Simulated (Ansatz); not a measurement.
C4H13FInN (`C[NH+](C)[In-]([CH3])([CH3])[F]`), relaxed with RKS PBE0-D4/def2-TZVP in Ansatz 0.2.0 from a PBE-D4/def2-SVP geometry. The force threshold is 0.005 eV/Å; the program also tests the step.

The species carries charge 0 and has multiplicity 1. In: def2 effective core potential.

Start:

```xyz
20

C     1.100    1.655   -0.443
N     1.077    0.191   -0.383
C     2.042   -0.398    0.560
In   -1.082   -0.793    0.070
C    -1.581    0.118    1.980
C    -1.854   -0.820   -1.965
F    -0.073   -2.534    0.412
H     0.783    2.067    0.537
H     2.109    2.063   -0.679
H     0.385    2.011   -1.211
H     1.261   -0.189   -1.322
H     1.850    0.015    1.571
H     3.098   -0.174    0.286
H     1.853   -1.489    0.599
H    -1.837    1.190    1.871
H    -0.720    0.012    2.669
H    -2.450   -0.410    2.420
H    -2.755   -1.461   -2.016
H    -2.123    0.196   -2.317
H    -1.084   -1.249   -2.638
```

| step | energy (eV) | largest force (eV/Å) | largest move (Å) |
| --- | --- | --- | --- |
| 1 | -13736.2505 | 0.547 | 0.000 |
| 2 | -13736.3367 | 0.206 | 0.076 |
| 3 | -13736.3450 | 0.059 | 0.042 |
| 4 | -13736.3473 | 0.040 | 0.027 |
| 5 | -13736.3482 | 0.022 | 0.027 |
| 6 | -13736.3496 | 0.098 | 0.110 |
| 7 | -13736.3509 | 0.050 | 0.015 |
| 8 | -13736.3531 | 0.028 | 0.092 |
| 9 (rejected) | -13736.3521 | 0.244 | 0.197 |
| 10 | -13736.3548 | 0.053 | 0.097 |
| 11 | -13736.3557 | 0.108 | 0.098 |
| 14 | -13736.3586 | 0.039 | 0.076 |
| 17 | -13736.3597 | 0.093 | 0.098 |
| 20 | -13736.3613 | 0.042 | 0.083 |
| 23 | -13736.3622 | 0.021 | 0.037 |
| 26 | -13736.3632 | 0.038 | 0.042 |
| 29 | -13736.3643 | 0.011 | 0.017 |
| 32 | -13736.3660 | 0.052 | 0.095 |
| 35 | -13736.3682 | 0.014 | 0.026 |
| 38 | -13736.3712 | 0.042 | 0.098 |
| 41 | -13736.3741 | 0.081 | 0.016 |
| 44 (rejected) | -13736.3747 | 0.156 | 0.189 |
| 47 | -13736.3777 | 0.030 | 0.006 |
| 50 | -13736.3779 | 0.007 | 0.013 |
| 53 | -13736.3779 | 0.004 | 0.012 |
| 54 | -13736.3779 | 0.003 | 0.006 |

End:

```xyz
20

C     1.372    1.001   -1.268
N     1.122    0.096   -0.154
C     1.733    0.549    1.089
In   -1.056   -0.812    0.006
C    -1.440   -0.829    2.119
C    -2.037   -0.082   -1.760
F     0.057   -2.434   -0.477
H     0.891    1.962   -1.075
H     2.443    1.178   -1.422
H     0.948    0.585   -2.182
H     1.463   -0.837   -0.385
H     1.271    1.487    1.404
H     2.811    0.718    0.979
H     1.570   -0.193    1.870
H    -1.279    0.158    2.557
H    -0.771   -1.545    2.599
H    -2.470   -1.127    2.323
H    -3.096   -0.341   -1.750
H    -1.954    1.004   -1.836
H    -1.577   -0.536   -2.639
```

It took 3.1 min on 3 threads of an AMD EPYC 7R13 on a shared host and a share of an NVIDIA H100 80 GB, with 0.99 GiB of host memory at the peak.
